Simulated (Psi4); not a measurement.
Internal rotation in H2Cl3FSi2, SMILES F[SiH2][Si](Cl)(Cl)Cl. Scanned: dihedral F1–Si2–Si3–Cl4; all other coordinates were relaxed at GFN2-xTB. GFN2-xTB can order the conformers of Si and Ge chains otherwise than DFT does.

Geometry of the scan point at 100° (Å):
```
8

F     -2.0132     0.0130     1.1156
Si    -1.2101    -0.0653    -0.2740
Si     1.0584     0.0741     0.1962
Cl     1.9432    -1.7554     0.1805
Cl     1.5201     0.9400     1.9690
Cl     1.9810     1.1662    -1.2532
H     -1.7219     1.0659    -1.0362
H     -1.6143    -1.3440    -0.8434
```

Calculation: Psi4 with DF-MP2 (frozen core)/cc-pVTZ // GFN2-xTB.

Scanned values (°): 0, 10, 20, 30, 40, 50, 60, 70, 80, 90, 100, 110.

Describe the profile: where are the wells and the tops?

Lower than their neighbours: 60° (0.00 kJ/mol). Higher than their neighbours: 0° (4.47 kJ/mol, end of the scan), 110° (4.09 kJ/mol, end of the scan). The whole profile spans 4.47 kJ/mol.
